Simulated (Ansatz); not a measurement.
Geometry optimisation, RKS PBE/def2-SVP in Ansatz.

The input (input.yaml):

```yaml
crystal:
  periodic: [false, false, false]
  atoms:
    - { symbol: B, position_ang: [0.0, 0.0, 0.0] }
    - { symbol: F, position_ang: [0.0, 0.0, 1.67] }
    - { symbol: F, position_ang: [1.1431, 0.0, -0.66] }
    - { symbol: O, position_ang: [-1.2211, 0.0, -0.705] }
    - { symbol: H, position_ang: [-1.7308, -0.8467, -0.4965] }
    - { symbol: O, position_ang: [0.0766, 1.621, 0.5392] }
    - { symbol: H, position_ang: [0.4753, 1.6492, 1.4668] }
    - { symbol: H, position_ang: [0.0485, 1.0264, 1.5024] }
basis:
  gaussian: { orbitals: def2-SVP }
hamiltonian:
  xc: pbe
relax:
  f_tol: 0.15
  max_steps: 25
  restrain:
    - { distance: [0, 5], at: 2.61, k: 30.0 }
    - { distance: [7, 1], at: 2.12, k: 30.0 }
    - { distance: [0, 1], at: 1.32, k: 30.0 }
    - { distance: [7, 5], at: 1.01, k: 30.0 }
output:
  orbitals: {}
```

Command:

```bash
$ ansatz run input.yaml --threads 2 --pin off --max-ram 3072MiB --backend cpu --events-out ev --progress --plain --runs-dir out
```

Question: Where does it end, and by what steps?

Answer: The forces met the threshold. The restraints hold the end off the free minimum; the threshold counts their pulls, which the force column leaves out. Restrained pairs: B1–O6 (1.71 → 2.61 Å), F2–H8 (1.04 → 2.12 Å), B1–F2 (1.67 → 1.34 Å), O6–H8 (1.13 → 0.99 Å). After 13 steps the energy has fallen by 5.891 eV (the restraints' own energy left out); H7 moved furthest, 0.89 Å. The start is strongly strained (largest force component 8 eV/Å), so its close contacts needn't be bonds.

```tsv
step	energy less start (eV)	largest force component (eV/Å)	accepted
0	0.0000	8.405	yes
1	-1.4832	5.841	yes
2	-2.3323	6.089	yes
3	-3.5915	4.860	yes
4	-4.8564	2.558	yes
5	-5.4309	2.663	yes
6	-5.6431	1.597	yes
7	-5.8051	0.861	yes
8	-5.8589	0.645	yes
9	-5.8856	0.542	yes
10	-5.8106	1.781	no
11	-5.8891	0.587	yes
12	-5.8905	0.540	yes
13	-5.8914	0.516	yes
```

```xyz
8
Properties=species:S:1:pos:R:3
B -0.024 -0.346 0.027
F -0.221 -0.685 1.307
F 1.234 -0.097 -0.356
O -1.004 -0.399 -0.904
H -1.874 -0.577 -0.507
O -0.114 2.026 1.100
H 0.811 2.165 0.821
H -0.016 1.363 1.829
```

Run time: 7 s on 2 threads of AMD EPYC 9R45 96-Core Processor (Zen 5) (shared host), peak memory 0.14 GiB.
